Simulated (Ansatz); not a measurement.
`C[Se]B(O)O`, relaxed with RKS PBE0-D4/def2-TZVP in the Gaussian-basis code of Ansatz from a GFN2-xTB geometry. The force threshold is 0.005 eV/Å; the program also tests the step.

Total charge 0; spin multiplicity 1.

Start:

```xyz
10

C     1.592   -0.789   -0.136
Se    0.988    1.096   -0.142
B    -0.943    0.816    0.068
O    -1.529   -0.390    0.169
O    -1.663    1.945    0.107
H     1.329   -1.254    0.811
H     2.671   -0.779   -0.251
H     1.142   -1.319   -0.972
H    -0.979   -1.171    0.136
H    -2.609    1.845    0.212
```

**Question.** How much energy does the relaxation release, and in how many steps? (An estimate is asked.)

**Answer.** Ansatz gave: 3.59 kJ/mol, in 6 steps.

**Question.** Which bonds change most? (Estimate.)

**Answer.** The calculation gave: C1–Se2 from 1.979 to 1.952 Å; B3–O4 from 1.345 to 1.364 Å; B3–O5 from 1.339 to 1.356 Å; O5–H10 from 0.958 to 0.962 Å.

**Question.** Give the relaxed structure. (Estimate.)

**Answer.** The calculation gave: 
```xyz
10

C     1.564   -0.782   -0.135
Se    1.014    1.090   -0.142
B    -0.921    0.835    0.067
O    -1.528   -0.382    0.171
O    -1.672    1.964    0.106
H     1.310   -1.258    0.812
H     2.646   -0.790   -0.247
H     1.124   -1.319   -0.975
H    -0.928   -1.129    0.135
H    -2.609    1.771    0.209
```
